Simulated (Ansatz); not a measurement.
```yaml
crystal:
  periodic: [false, false, false]
  atoms:
    - {symbol: Si, position_ang: [-1.451371, -1.580337, -0.760966]}
    - {symbol: Si, position_ang: [0.971538, 0.037367, 2.511733]}
    - {symbol: Si, position_ang: [1.156204, 1.040960, -0.630604]}
    - {symbol: Te, position_ang: [-0.140799, -0.210471, -2.405373]}
    - {symbol: Te, position_ang: [-2.822387, -3.275329, -1.586397]}
    - {symbol: Te, position_ang: [-1.402461, -1.052877, 1.701910]}
    - {symbol: Te, position_ang: [1.436247, 3.509754, -0.560797]}
    - {symbol: Te, position_ang: [-0.483832, 1.953526, 1.091096]}
    - {symbol: Te, position_ang: [2.736862, -0.422584, 0.639408]}
basis:
  gaussian: {orbitals: def2-TZVP}
magnetization: {spin_polarized: true, initial_magnetization: 2}
hamiltonian: {xc: pbe0, dispersion: d4}
scf: {omitted_lower_state_checks: [starts]}
output: {orbitals: {seedname: orbitals}}
```

```sh
$ ansatz run in.yaml --threads 4 --pin off --events-out ev --progress --plain --max-ram 6963MiB
```

Task: Does this run fit into the memory that it is given?

Result: No. It has 411 basis functions, and Ansatz plans for 9 GiB where 7 GiB are given.
